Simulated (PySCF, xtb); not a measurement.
C₃HBrClF, SMILES C(Cl)(Br)=C=CF.

Harmonic wavenumbers (cm⁻¹) from GFN2-xTB run with xtb at its own minimum, in rising order: 76, 117, 200, 247, 350, 377, 451, 580, 698, 775, 1015, 1184, 1377, 2029, 3037.

**Question.** What does B3LYP-D3(BJ)/def2-SVP (PySCF 2.14.0) give at its own minimum? (An estimate is asked for; the answer gives what the named calculation found.)

**Answer.** 85, 123, 221, 266, 377, 442, 494, 655, 811, 861, 1073, 1255, 1442, 2072, 3172. Paired by order, the mean absolute difference is 56 cm⁻¹ and the zero-point energies are 17.9 and 19.1 kcal/mol.
